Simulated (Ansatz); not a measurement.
GanHm: binding per atom (eV) at several levels, gas phase, relaxed structures; Ansatz. Clusters are the lowest isomers that short searches found in that spin, judged at the geometry's level. Binding counts from free atoms in the multiplicity of their measured ground term, without zero-point energy. The structures are stationary points that may keep the symmetry of their start.

```tsv
species	state	geometry	LDA (SPW92)/def2-TZVP	PBE-D4/def2-TZVP	PBE-D4/def2-TZVPD	r2SCAN-D4/def2-TZVP	PBE0-D4/def2-SVP	PBE0-D4/def2-TZVPD
Ga2H3	doublet	r2SCAN-D4/def2-TZVP	2.15	1.85	1.85	1.93	1.86	1.86
Ga3H5	singlet	r2SCAN-D4/def2-SVP	2.46	2.11	2.11	2.18	2.11	2.11
```

(1) Estimate the rows for Ga3H2 (doublet, r2SCAN-D4/def2-SVP geometry).

(1) 
```csv
species,state,geometry,LDA (SPW92)/def2-TZVP,PBE-D4/def2-TZVP,PBE-D4/def2-TZVPD,r2SCAN-D4/def2-TZVP,PBE0-D4/def2-SVP,PBE0-D4/def2-TZVPD
Ga3H2,doublet,r2SCAN-D4/def2-SVP,2.12,1.80,1.80,1.85,1.77,1.77
```
